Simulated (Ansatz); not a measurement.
Harmonic frequencies (cm⁻¹) at PBE0-D4/def2-TZVP from Ansatz: 204, 222, 225, 257, 268, 290, 364, 608, 627, 742, 746, 1012, 1056, 3904, 3908.

Each molecule was computed in one conformer, which needn't be the lowest.

Task: Which molecule is it?
A. `[O]=[W](=[O])([OH])[OH]`
B. `[O]=[W]([OH])(=[S])[Cl]`
C. `[O]=[W]([OH])([F])=[S]`
D. `[NH]=[W](=[NH])([F])[F]`

Result: A.
